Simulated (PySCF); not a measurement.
Ge(Cl)(Me)(OH)2 (CH5ClGeO2), SMILES [CH3][Ge]([OH])([OH])[Cl].

Coordinates come from a B3LYP-D3(BJ)/def2-SVP optimisation. This is a generated structure with no PubChem entry under its InChIKey; it may be hypothetical. Other conformers were not sampled.

Level of theory: TDDFT-B3LYP/def2-SVPD run with PySCF 2.14.0.

Vertical excitations. Gas-phase values at a fixed geometry.

| state | energy (eV) | λ (nm) | f | main pairs |
|---|---|---|---|---|
| S1 | 6.84 | 181 | 0.027 | HOMO→LUMO 89 % |
| S2 | 7.04 | 176 | 0.083 | HOMO−1→LUMO 84 % |
| S3 | 7.18 | 173 | 0.084 | HOMO−2→LUMO 89 % |
| S4 | 7.46 | 166 | 0.073 | HOMO−3→LUMO 89 % |
| S5 | 7.88 | 157 | 0.016 | HOMO→LUMO+1 86 % |
| S6 | 8.00 | 155 | 0.005 | HOMO−1→LUMO+1 89 % |
| S7 | 8.07 | 154 | 0.014 | HOMO−2→LUMO+1 91 % |
| S8 | 8.19 | 151 | 0.058 | HOMO→LUMO+2 55 %, HOMO−4→LUMO 17 % |
| S9 | 8.29 | 150 | 0.070 | HOMO−4→LUMO 56 %, HOMO−3→LUMO+1 19 %, HOMO→LUMO+2 14 % |
| S10 | 8.41 | 147 | 0.016 | HOMO−1→LUMO+2 76 % |
| T1 | 6.45 | 192 | 0 | HOMO→LUMO 88 % |
| T2 | 6.56 | 189 | 0 | HOMO−1→LUMO 85 % |
| T3 | 6.67 | 186 | 0 | HOMO−2→LUMO 87 % |
| T4 | 6.98 | 178 | 0 | HOMO−3→LUMO 84 % |
Triplets are in the Tamm–Dancoff approximation, which puts them higher than full response would, so one can lie above its singlet here.
